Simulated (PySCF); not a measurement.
Computed with PBE-D3(BJ)/def2-TZVP // PBE0-D4/def2-TZVP (PySCF). Gas-phase values, no solvent. One relaxed conformer stands for a flexible species; it need not be the lowest. 

Reference species (SMILES): `[OH][Ga][Cl]` (H–O–Ga–Cl torsion 180°) (neutral, multiplicity 2).

highest occupied spin orbital: -5.60 eV

Changed species: `[Ga]([Cl])[Cl]` (radical fragment; the reference has radical fragment).

Question: Give the shifts of the highest occupied spin orbital.

Answer: the highest occupied spin orbital drops by 0.38 eV, to -5.98 eV.
